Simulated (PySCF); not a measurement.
**Where the electron goes**

C5H10F2Ge.
SMILES with atom numbers: `[F:1][C@@H:2]1[CH2:3][CH2:4][CH2:5][Ge@@H:6]([F:7])[CH2:8]1` (hydrogens: H9 on C2; H10, H11 on C3; H12, H13 on C4; H14, H15 on C5; H16 on Ge6; H17, H18 on C8)

Computed, not measured: TDDFT B3LYP/def2-SVPD, vertical, gas phase, core orbitals frozen in the response (PySCF). The structure is a single PBE0-D3(BJ)/def2-SVP conformer in the gas phase; no vibrational or solvent corrections. The B3LYP/def2-SVPD calculation is non-relativistic and has no spin–orbit coupling, an omission that weighs most on germanium.

Kohn–Sham orbitals with the atoms that hold most of them (Löwdin shares over 4%, at most four atoms; ? is withheld):

```
orbital  ε (eV)                            atoms
 LUMO+2    0.63  Ge6 13%, C8 10%, H14 9%, H16 9%
 LUMO+1    0.36   Ge6 35%, F7 12%, H16 7%, C8 7%
   LUMO   -0.06     Ge6 16%, C4 8%, C2 8%, C3 8%
   HOMO       ?                                ?
 HOMO-1   -8.52                                ?
 HOMO-2   -9.47   F1 24%, C3 17%, C2 14%, C8 12%
 HOMO-3   -9.56  C4 26%, H12 15%, C5 14%, C3 14%
```

Problem. Which atoms hold the HOMO-1, and with what shares?

Solution. Ge6 (bonded to 2 C, F and H) 20%; H16 (bonded to Ge) 18%; C8 (bonded to C, Ge and 2 H) 12%; C5 (bonded to C, Ge and 2 H) 11%. By element: carbon 23% or more, germanium 20%, hydrogen 18% or more.

Problem. Give the leading atoms of the HOMO.

Solution. C5 (bonded to C, Ge and 2 H) 22%; C8 (bonded to C, Ge and 2 H) 17%; Ge6 (bonded to 2 C, F and H) 17%; C4 (bonded to 2 C and 2 H) 7%. By element: carbon 46% or more, germanium 17%.

Problem. What is the HOMO energy, and the HOMO–LUMO gap?

Solution. ε(HOMO) = -7.82 eV; the gap is 7.76 eV (0.2852 hartree).

Problem. How does S1 compare with the orbital gap of 7.76 eV?

Solution. S1 is at 6.80 eV (f = 0.0002), 0.96 eV below the gap, made of HOMO→LUMO (94%). 

Problem. One configuration dominates each of S1, S2, S3 and S6. Which, and how do the shares of the two leading atoms of either orbital change from the occupied to the empty one?

Solution. 
- S1 (6.80 eV, f 0.0002), HOMO→LUMO (94%): C5 22% → at most 8%, C8 17% → at most 8%, Ge6 17% → 16%, C4 7% → 8%
- S2 (7.26 eV, f 0.0043), HOMO→LUMO+1 (94%): C5 22% → at most 7%, C8 17% → 7%, Ge6 17% → 35%, F7 at most 8% → 12%
- S3 (7.49 eV, f 0.0028), HOMO-1→LUMO (87%): Ge6 20% → 16%, H16 18% → at most 8%, C4 at most 11% → 8%
- S6 (7.98 eV, f 0.0047), HOMO-1→LUMO+1 (86%): Ge6 20% → 35%, H16 18% → 7%, F7 at most 11% → 12%

The run took 91 s of wall time on one thread of an Arm Neoverse V2 (shared host).
